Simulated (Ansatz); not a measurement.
Input file:

```yaml
crystal:
  periodic: [false, false, false]
  atoms:
    - { symbol: "N", position_ang: [-1.1814, -1.4957, -0.395] }
    - { symbol: Si, position_ang: [0.0749, -0.2658, -0.6931] }
    - { symbol: C, position_ang: [1.1654, -0.1133, 0.7654] }
    - { symbol: Se, position_ang: [0.7631, 1.7087, 1.3046] }
    - { symbol: C, position_ang: [-0.4458, 1.4559, -0.282] }
    - { symbol: F, position_ang: [-1.784, 1.5236, 0.084] }
    - { symbol: H, position_ang: [-0.7571, -2.3929, -0.4097] }
    - { symbol: H, position_ang: [-1.5432, -1.2747, 0.557] }
    - { symbol: H, position_ang: [0.7706, -0.384, -1.9418] }
    - { symbol: H, position_ang: [0.9443, -0.8521, 1.59] }
    - { symbol: H, position_ang: [2.2561, -0.1626, 0.5045] }
    - { symbol: H, position_ang: [-0.1859, 2.1976, -1.05] }
basis:
  gaussian: { orbitals: def2-SVP }
hamiltonian:
  xc: pbe
  dispersion: d4
relax:
  f_tol: 0.015
  max_steps: 40
output:
  orbitals: {}
```

Command:

```bash
$ ansatz run input.yaml --threads 2 --pin off --max-ram 3072MiB --backend cpu --events-out ev --progress --plain --runs-dir out
```

Hardware: 2 threads of Arm Neoverse V1 (shared host).

Q: Roughly how long does this run take, and how much memory?

A: 93 s, with a peak of 0.2 GiB, for 25 ionic steps.
